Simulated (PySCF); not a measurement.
# Gas-phase XPS of `C/C([SiH3])=C\F`, computed

C3H7FSi.
Z-matrix (Å and degrees, GFN2-xTB geometry), rows numbered from 1:
```
C 
C   1  1.4984
Si  2  1.8851  1  117.88
C   2  1.3226  1  121.65  3   179.89
F   4  1.3519  2  123.19  1    -0.04
H   1  1.0894  2  109.92  3   -58.82
H   1  1.0894  2  109.93  3    59.49
H   1  1.0879  2  111.52  3  -179.67
H   3  1.4649  2  108.48  1    59.73
H   3  1.4613  2  109.46  1  -179.53
H   3  1.4652  2  108.49  1   -58.87
H   4  1.0794  2  125.75  1   179.98
```

Level of theory: delta-SCF UKS SCAN, pcX-2 on the ionised atom, pcseg-1 elsewhere, spin-free X2C (PySCF). Vertical ΔSCF values, vacuum level as zero.

Give the core binding energies atom by atom.

```csv
atom(s),environment,level,binding energy (eV),2p1/2 (eV),above the level's lowest (eV),count
Si3,SiH3 silicon,Si 2p3/2,106.82,107.45,0.00,1
C2,fully substituted alkene carbon,C 1s,290.23,–,0.00,1
C1,allylic carbon,C 1s,290.88,–,+0.65,1
C4,vinylic C–F carbon,C 1s,292.47,–,+2.24,1
F5,vinyl fluorine,F 1s,692.69,–,0.00,1
Si3,SiH3 silicon,Si 1s,1846.54,–,0.00,1
```

The listed C 1s values span 2.24 eV, from C2 (bonded to C (double bond), C and Si) to C4 (bonded to F, C (double bond) and H). The widest gap between neighbouring values is 1.59 eV, between 290.88 and 292.47 eV.

Express the binding energy of C 1s of C1 in atomic units and per mole.

290.88 eV = 10.6896 Eh = 28066 kJ/mol.

Which photon energy gives electrons from C 1s of C1 a kinetic energy of 50 eV, and what is their de Broglie wavelength?

hν = 290.88 + 50 = 340.88 eV, recoil neglected; λ = 12.264 Å/√(E/eV) = 1.73 Å.

2p3/2 and 2p1/2 are the ΔSCF energy of one spin-free 2p hole plus the eigenvalues of a spin–orbit and ligand-field matrix of the shell. 2p1/2 minus 2p3/2 (ligand field included): Si 0.62 eV. Isolated species at its GFN2-xTB geometry, gas phase.
